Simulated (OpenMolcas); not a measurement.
Ni2+ with 6 ligands (oxide) in octahedral coordination (Oh). A charge of +1.67 e stands 3.2 Å behind each ligand. Ligand basis ANO-RCC-VDZP.

```yaml
Program: OpenMolcas
Method: "SS-CASPT2, IPEA 0.25 Eh, imaginary shift 0.1 Eh (closed shells correlated: 3s 3p and the ligand valence shells)"
Basis: ANO-RCC-VTZP [6s5p3d2f1g]
Scalar_Hamiltonian: DKH2, point nucleus
Active_space: 8 electrons in 5 orbitals (3d)
State_averaging: 2S+1 = 3 even, 10 roots; 2S+1 = 1 even, 15 roots
Spin-orbit_coupling: state interaction with AMFI integrals over the reference wave functions
```

All ligands move together. At R = 2.07 Å the first state of the same spin is 5980 cm-1, and at R = 2.17 Å it is 4700 cm-1.

Q: A third run gives 6720 cm-1. What distance was it run at?

A: With a power law R^-n the two known points give n = -ln(4700 / 5980) / ln(2.17 / 2.07) = 5.11. Then R = 2.07 × (5980 / 6720)^(1/5.11) = 2.023 Å. The run was at 2.02 Å, so the estimate is off by +0.003 Å.

Roots that are degenerate in the reference are averaged as groups; the widest CASPT2 spread within a group is 140 cm-1 (the 3-fold group of multiplicity 3 near 10600 cm-1 above the lowest state of its run, R = 2.02). Shifts and gaps below about the spread of the groups concerned are not significant. Over all roots computed the reference weight is 0.59 to 0.61 in R = 2.02, 0.59 to 0.61 in R = 2.07, 0.60 to 0.61 in R = 2.17; a low but even weight reflects the number of correlated electrons. The oxide ions are held by bare point charges, a crude embedding. A single d shell leaves out the double-shell effect, which counts most for late 3d ions, where the CASPT2 field can be off either way by tens of per cent. Ligand-to-metal charge-transfer states are missing. With oxide or sulfide held by bare charges the field of late divalent 3d ions can come out several times too small, and g and χT far too large. These CASPT2 states fit no ligand-field parameters well, so their order and spin gaps are uncertain. For late 3d ions with one d shell CASPT2 can put B and the spin-flip bands somewhat low as well as high. With one d shell and no ligand orbital active, 10Dq can be off by tens of per cent for divalent 3d ions, low with halides held by bare charges and at times high in hosts, and the orbital part of g and χT goes as 1/10Dq. Free-ion shares, where given, are those of the reference states; single-state CASPT2 does not remix them. No measured value stands beside these numbers; the geometry is a model, was not optimised and need not be the one that this ion takes.
